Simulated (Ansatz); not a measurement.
Reaction (formal exchange of groups at a Ge–O bond): `NC#C[O][GeH3]` + `c1ccccc1` → `[GeH3][c]1ccccc1` + `NC#CO`

Computed with Ansatz on PBE0-D4/def2-TZVP structures; ΔE is electronic, products minus reactants. CCSD(T)/CBS adds triple-zeta CCSD(T) − MP2 to the extrapolated MP2 energy (def2 sets, frozen cores). DFT in def2-TZVPP. B3LYP here is the variant with VWN-RPA as its local correlation; programs differ in this. For Ge outer-core shells are correlated without core-valence functions, which leaves a few kJ/mol of doubt a bond. Scalar relativity is left out up to krypton. Each species was taken in one conformer, which may not be the lowest.

Problem. Is it downhill or uphill in electronic energy at CCSD(T)/CBS, and by how much? (An estimate is asked.)

Solution. Ansatz gave: Uphill: ΔE = +44.4 kJ/mol.

Problem. What do these levels give: PBE-D4, B3LYP-D4, B2PLYP, HF/def2-TZVPP, MP2/def2-TZVPP, MP2/def2-QZVPP? (Best estimate.)

Solution. Ansatz gave: PBE-D4 42.5, B3LYP-D4 50.8, B2PLYP 53.6, HF/def2-TZVPP 67.2, MP2/def2-TZVPP 43.6, MP2/def2-QZVPP 43.8 kJ/mol.

Largest T1 diagnostic among the species: 0.013.

The D4 term adds −5.8 kJ/mol with B3LYP and −3.4 kJ/mol with PBE0; it sums over pairs of atoms, weighted by their polarisabilities, and B3LYP, whose exchange is more repulsive, gets the larger term. In def2-TZVPP, CCSD(T) changes the Hartree–Fock value by −21.9 kJ/mol (the triples alone add −2.3 kJ/mol) and MP2 by −23.5 kJ/mol.
